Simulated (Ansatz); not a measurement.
Reaction (SMILES): F[Si](Cl)(Cl)Cl -> F[Si](Cl)Cl + Cl atom (the Cl-Si bond at the site shown breaks; other sites are not compared here)
Each molecule is optimised on its own at B3LYP-D3(BJ)/def2-TZVP (Ansatz, an electronic-structure program).
Geometry of the first species:
```
Si
F 1 1.5807
Cl 1 2.0251 2 108.32
Cl 1 2.0251 2 108.32 3 120.00
Cl 1 2.0251 2 108.32 3 -120.00
```

Property: bond dissociation energy (electronic energy difference), in kJ/mol. Correlated levels leave the core frozen unless marked. UHF or UKS for open shells. No spin-orbit coupling. Non-relativistic. Basis-set limits of correlation are two-point, X^-3; Hartree-Fock from the larger set. The bracket is a focal-point correction in the basis named.

```csv
level,program,bond dissociation energy (kJ/mol),minus last row
HF/STO-3G,Ansatz,333.0,-150.8
B2PLYP/def2-TZVPD,Ansatz,455.8,-28.0
SCS-MP2/cc-pV(D+d)Z,Ansatz,442.5,-41.3
CCSD(T)/6-31G*,Ansatz,432.0,-51.8
CCSD(T)/cc-pV(D+d)Z,Ansatz,434.3,-49.5
CCSD(T)/cc-pVTZ,Ansatz,456.5,-27.3
"RI-MP2/CBS(cc-pV(T+d)Z,cc-pV(Q+d)Z)+[CCSD(T)-MP2]/cc-pV(T+d)Z",Ansatz,483.8,0.0
```
